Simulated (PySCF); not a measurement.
Molecule: SMILES C#CC1=CC(=O)[C@H](F)C1=O, C₇H₃FO₂.

Cartesian coordinates in Å; atom numbers follow the order of the lines, from 1:
```xyz
13

C     0.8322    2.9980   -0.8712
C     0.4348    1.9145   -0.5315
C     0.0314    0.6358   -0.1316
C    -1.2199    0.2055    0.1409
C    -1.2357   -1.2087    0.5304
O    -2.1471   -1.8393    0.9893
C     0.1809   -1.7368    0.2290
F     0.6629   -2.5828    1.1858
C     1.0245   -0.4653    0.0782
O     2.2141   -0.3754    0.1493
H     1.1639    3.9496   -1.1653
H    -2.1178    0.7980    0.0993
H     0.1714   -2.2926   -0.7205
```

Frames of a GFN2-xTB Langevin trajectory at 300 K; GIAO PBE0/pcSseg-1 shieldings in PySCF, gas phase, non-relativistic; equivalent atoms averaged within each frame.

Scale: ¹³C (186.93 ppm) vs TMS; ¹⁷O (336.08 ppm) vs H2O; CFCl3 for ¹⁹F (170.95 ppm) (reference shieldings calculated alike). The references are static minima.

Question: How do the shifts (ppm) fluctuate along the trajectory?

Answer: 
```csv
time (fs),C9,C5,C3,C4,C1,C7,C2,O6,O10,F8
250,204.5,199.2,149.0,148.0,125.2,98.8,80.1,695.0,688.0,-224.1
425,190.8,190.6,154.8,161.9,123.3,96.0,86.3,648.0,606.3,-234.6
625,195.2,195.0,151.8,150.2,116.3,91.8,81.1,675.9,636.1,-237.3
800,192.0,192.9,144.7,169.8,113.4,84.1,80.1,637.5,669.9,-229.0
1000,211.2,208.2,157.2,162.7,126.8,86.9,80.6,748.2,765.8,-227.5
mean of frames,198.7,197.2,151.5,158.5,121.0,91.5,81.7,680.9,673.2,-230.5
standard deviation,8.8,6.9,4.9,9.1,5.8,6.1,2.6,43.9,60.5,5.4
```

5 frames give an uncertainty of the mean of about the standard deviation over 2.2 at best, since frames this close in time may not be independent; classical motion lacks zero-point vibration, and the reference would need the same averaging.
